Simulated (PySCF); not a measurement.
# MBe for M along group 14

PBE0 with double-zeta basis sets in PySCF, for the lowest determinant that a PBE0 search found; no spin–orbit coupling. De refers to high-spin ground-configuration atoms. A positive dipole means M(−)Be(+).

```
 M                        basis  state (unpaired electrons)  Re (Å)  ωe (cm⁻¹)  De (eV)  μ (D)
Si  aug-cc-pVDZ/aug-cc-pV(D+d)Z              triplet (π ↑↑)   2.124        579     1.64   1.82
Ge                   x2c-SVPall              triplet (π ↑↑)   2.173        506     1.49   1.70
Sn                   x2c-SVPall              triplet (π ↑↑)   2.358        450     1.29   1.37
Pb                     def2-SVP              triplet (π ↑↑)   2.426        418     1.14   0.86
```

The shortest bond is that of BeSi (2.124 Å), the longest that of BePb (2.426 Å).

The rows differ in basis set, which adds steps of its own.

Down a group the atoms grow and get heavier, so bonds lengthen and wavenumbers fall; this series shows no clear exception.

These are scalar-relativistic numbers at best; spin–orbit coupling would shift them, the dissociation energy most. States were picked by a PBE0 search and need not be the measured ground states.
